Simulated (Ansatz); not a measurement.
Job for Ansatz (a program for electronic structure): U-CCSD(T)/def2-TZVPP on ClGaH2 (SMILES [Cl][GaH2]), a point of a bond scan (R = 3.791 Å). The run froze 19 orbitals, filled d shells among them.

Ansatz 0.2 input:
```yaml
crystal:
  periodic: [false, false, false]
  atoms:
    - {symbol: Ga, position_ang: [-0.00289679, -0.23188832, -0.67116797]}
    - {symbol: H, position_ang: [-1.40910429, -0.31184703, -1.33456264]}
    - {symbol: H, position_ang: [1.39793515, -0.58224349, -1.25325605]}
    - {symbol: Cl, position_ang: [0.01256653, 1.00595150, 2.91158451]}
basis:
  gaussian:
    orbitals: def2-TZVPP
correlation: {method: ccsd_t, electrons: outside_noble_gas}
scf: {omitted_lower_state_checks: [cluster_reference]}
magnetization: {spin_polarized: true, initial_magnetization: 0}
```

The log:

```
WARN ansatz: RAYON_NUM_THREADS=1 ignored (pool sized by the plan → 1); use --threads N
Functional definition: HF
these checks for a lower state are left out or cut short: cluster_reference
integrals: 0.28 GiB planned
715 factors; integrals over basis functions are off by at most 7.6e-4 eV
mean field: 0.39 GiB planned
mean field evaluation 1: about -64865.1062 eV, gradient 1.6e1 eV
mean field evaluation 2: about -64865.1058 eV, gradient 1.6e1 eV
mean field evaluation 4: about -64867.2974 eV, gradient 1.7e0 eV
mean field evaluation 8: about -64867.3287 eV, gradient 9.9e-2 eV
mean field evaluation 16: about -64867.3807 eV, gradient 1.0e0 eV
mean field evaluation 32: about -64867.3586 eV, gradient 3.7e-1 eV
mean field evaluation 64: about -64867.3211 eV, gradient 9.7e-6 eV
mean field evaluation 96: about -64867.3176 eV, gradient 5.8e0 eV
mean field evaluation 128: about -64867.3298 eV, gradient 1.3e-3 eV
mean field evaluation 160: about -64867.3290 eV, gradient 6.4e-3 eV
mean field -64867.71899527 eV, -2383.8447041569 hartree, gradient 2.1e-6 eV, S^2 0.821114; 17 other end points of the search recorded, 0 dependent functions left out
19 core orbitals not correlated
reference -64867.71899527 eV, -2383.8447041569 hartree; 6, 6 occupied and 93, 93 virtual orbitals, 715 factors
second order -6.43474346 eV of doubles, -0.00000000 eV of singles
coupled cluster: 0.52 GiB planned
cycle   1  -7.21627795 eV  change   -7.8e-1 eV  update   9.7e-2
cycle   2  -7.57978158 eV  change   -3.6e-1 eV  update   4.7e-2
cycle   3  -7.61690164 eV  change   -3.7e-2 eV  update   4.7e-2
cycle   4  -7.70574409 eV  change   -8.9e-2 eV  update   4.3e-2
cycle   5  -7.77240408 eV  change   -6.7e-2 eV  update   2.4e-2
cycle   6  -7.78985302 eV  change   -1.7e-2 eV  update   8.6e-3
cycle   7  -7.80102967 eV  change   -1.1e-2 eV  update   5.1e-3
cycle   8  -7.81220956 eV  change   -1.1e-2 eV  update   3.9e-3
cycle   9  -7.81263573 eV  change   -4.3e-4 eV  update   2.1e-3
cycle  10  -7.81534841 eV  change   -2.7e-3 eV  update   7.9e-4
cycle  11  -7.81554822 eV  change   -2.0e-4 eV  update   3.3e-4
cycle  12  -7.81561495 eV  change   -6.7e-5 eV  update   1.3e-4
cycle  13  -7.81559692 eV  change    1.8e-5 eV  update   6.0e-5
cycle  14  -7.81555196 eV  change    4.5e-5 eV  update   3.4e-5
cycle  15  -7.81553898 eV  change    1.3e-5 eV  update   1.7e-5
cycle  16  -7.81553922 eV  change   -2.4e-7 eV  update   7.9e-6
coupled cluster: 0.52 GiB planned
perturbative correction -0.29438598 eV, -0.0108184852 hartree
Total energy: -64875.82892047 eV, -2384.1427384109 hartree
Checks for a lower state left out: cluster_reference
```

Self-consistency was reached. Its determinant has ⟨S²⟩ = 0.82, a mixture of spin states.

Cost: roughly 50 core-seconds.
